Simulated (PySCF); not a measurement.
SMILES CO[Se][GeH3] (CH6GeOSe), PBE0/def2-SVP optimised geometry.

```
10

Se     0.80    -1.05     0.00
O      0.97    -0.06     1.53
C      1.17     1.32     1.32
H      0.32     1.80     0.79
H      1.26     1.77     2.32
H      2.09     1.53     0.74
Ge    -1.56    -1.05     0.00
H     -1.99    -1.77    -1.29
H     -2.09    -1.80     1.24
H     -2.08     0.40     0.00
```

Density from PBE0/def2-TZVP (PySCF 2.14.0) at that geometry.

Minimum of the electron density along straight lines between bonded atoms, close to the bond critical point (lines longer than 1.1 times the sum of covalent radii, or with two minima, are not listed):

```csv
bond,length / Å,ρ at the minimum / e bohr⁻³,∇²ρ there / e bohr⁻⁵,position (fraction from the first atom)
Se1–O2,1.829,0.154,0.14,0.47
O2–C3,1.406,0.264,-0.56,0.65
C3–H4,1.106,0.276,-0.95,0.65
C3–H5,1.102,0.278,-0.97,0.65
C3–H6,1.105,0.277,-0.95,0.65
Se1–Ge7,2.363,0.094,-0.02,0.57
Ge7–H8,1.539,0.133,0.05,0.59
Ge7–H9,1.537,0.134,0.05,0.59
Ge7–H10,1.538,0.133,0.05,0.59
```
